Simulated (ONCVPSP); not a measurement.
## tantalum (Ta): one change to an ONCV potential, before and after

Ta, optimised norm-conserving Vanderbilt (ONCV), made with ONCVPSP 4.0.1 (PBEsol, scalar-relativistic). Core [Kr] 4d10 4f14, reference 5s2 5p6 5d3 6s2. Waves: 5s+6s: rc 2.05 bohr, ncon 5, nbas 8, qcut 5.3 1/bohr, 3 projectors, debl 3.5 Ha; 5p: rc 1.80 bohr, ncon 4, nbas 8, qcut 6.1 1/bohr, 2 projectors, debl 1.4 Ha; 5d: rc 2.50 bohr, ncon 4, nbas 9, qcut 5.4 1/bohr, 3 projectors, debl 3.9 Ha. Local part: polynomial inside 1.75 bohr (lpopt 2, dvloc0 -1 Ha). Core correction: Teter function, fcfact 5.75, rcfact 1.7.

In the p channel the program set the typed energies aside and used -1.449, 0.250 Ha.

All-electron outer shells of the reference configuration (PBEsol, scalar-relativistic, ld1.x):

```
shell  level (eV)  outermost node (bohr)  outermost maximum (bohr)
   5s      -73.03                   0.54                      0.98
   5p      -39.42                   0.58                      1.13
   4f      -24.73                      –                      0.44
   6s       -5.47                   1.32                      2.78
   5d       -3.62                   0.65                      1.58
```

Change: s: qcut 6.6; p: qcut 7.6; d: qcut 6.7.

Cutoffs: the cutoffs (Ha) at which the residual kinetic energy of the hardest occupied pseudo-wave falls to 1 and 0.1 mHa per electron; they do not see the model core or the augmentation charge, which bear on the density cutoff. Errors are all-electron minus pseudo energies relative to the spin-unpolarised reference configuration.

Question: Predict the effect on cutoff, ghosts and configuration errors.

Answer: The potential gets neither clearly harder nor softer (12 Ha and 32 Ha → 17 Ha and 22 Ha); of the 4 tests that both files solve, the error grows in 0 and shrinks in 1 by more than 15 % and 0.3 meV (median size 19.1 → 16.6 meV); the range in which the d phases agree widens (upper end 1.4 → at the end of the scan); neither file shows a bound ghost.

| quantity | base | changed |
| --- | --- | --- |
| cutoff, loose | 12 Ha | 17 Ha |
| cutoff, tight | 32 Ha | 22 Ha |
| loose cutoff by channel | s 12 Ha, p 10 Ha, d 11 Ha | s 16 Ha, p 17 Ha, d 13 Ha |
| bound ghosts | none | none |
| GHOST(+) flags under 300 eV | none | none |
| error for 5s2 5p6 5d3 6s1, meV [ΔE 8.51 eV] | -6.4 | -6.0 |
| error for 5s2 5p6 5d3 6s0, meV [ΔE 23.48 eV] | -32 | -27 |
| error for 5s2 5p6 5d2 6s0, meV [ΔE 47.09 eV] | -86 | -77 |
| error for 5s2 5p6 5d3 6s1.5, meV [ΔE 3.48 eV] | -2.0 | -1.9 |
| s: phases at 2.08 bohr within 0.05 rad from the reference energy up to (Ha; the scan ends near 5) | to the end of the scan | to the end of the scan |
| p: phases at 1.83 bohr within 0.05 rad from the reference energy up to (Ha; the scan ends near 5) | to the end of the scan | to the end of the scan |
| d: phases at 2.55 bohr within 0.05 rad from the reference energy up to (Ha; the scan ends near 5) | 1.4 | to the end of the scan |
| rms error of d²Exc/dni dnj with the model core, mHa | 3.68 | 3.77 |
